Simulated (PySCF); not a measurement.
## `C=C=CB(C)C`, C$_{5}$H$_{9}$B

Molfile (atoms numbered from 1):
```
C5H9B
     RDKit          3D

 15 14  0  0  0  0  0  0  0  0999 V2000
    2.9111   -0.6508   -0.1594 C   0  0  0  0  0  0  0  0  0  0  0  0
    1.8315    0.0041    0.1755 C   0  0  0  0  0  0  0  0  0  0  0  0
    0.7188    0.6323    0.4954 C   0  0  0  0  0  0  0  0  0  0  0  0
   -0.6891    0.0470    0.1518 B   0  0  0  0  0  0  0  0  0  0  0  0
   -1.9654    0.8897    0.5238 C   0  0  0  0  0  0  0  0  0  0  0  0
   -0.8418   -1.3436   -0.5642 C   0  0  0  0  0  0  0  0  0  0  0  0
    3.4008   -0.4759   -1.1227 H   0  0  0  0  0  0  0  0  0  0  0  0
    3.3580   -1.3858    0.5173 H   0  0  0  0  0  0  0  0  0  0  0  0
    0.8168    1.5894    1.0268 H   0  0  0  0  0  0  0  0  0  0  0  0
   -2.8724    0.2827    0.6669 H   0  0  0  0  0  0  0  0  0  0  0  0
   -1.8285    1.5583    1.3875 H   0  0  0  0  0  0  0  0  0  0  0  0
   -2.1671    1.5452   -0.3462 H   0  0  0  0  0  0  0  0  0  0  0  0
    0.0853   -1.7533   -0.9903 H   0  0  0  0  0  0  0  0  0  0  0  0
   -1.6237   -1.3153   -1.3410 H   0  0  0  0  0  0  0  0  0  0  0  0
   -1.2092   -2.0631    0.1917 H   0  0  0  0  0  0  0  0  0  0  0  0
  1  2  2  0
  2  3  2  0
  3  4  1  0
  4  5  1  0
  4  6  1  0
  1  7  1  0
  1  8  1  0
  3  9  1  0
  5 10  1  0
  5 11  1  0
  5 12  1  0
  6 13  1  0
  6 14  1  0
  6 15  1  0
M  END
```

Theory: quadratic response wB97X-D/def2-SVPD first hyperpolarisability, Taylor convention, gas phase in PySCF 2.14.0. Geometry: PBE0-D3(BJ)/def2-SVP.

Give the tensor of the second harmonic β(−2ω;ω,ω) at 694.3 nm in the axes of these coordinates.

In au, Taylor convention; rows are the first index (the induced dipole):
```csv
,xx,yy,zz,xy,xz,yz
x,+290.4,-4.3,+18.3,+59.1,+31.3,-11.1
y,+40.0,-18.1,-9.8,-5.5,-9.6,-8.4
z,+21.1,-8.0,-5.7,-9.0,+13.6,-10.3
```
Norm of βᵢ = ⅓ Σⱼ (βᵢⱼⱼ + βⱼᵢⱼ + βⱼⱼᵢ): 301.8 au, hyper-Rayleigh value 127.6 au.
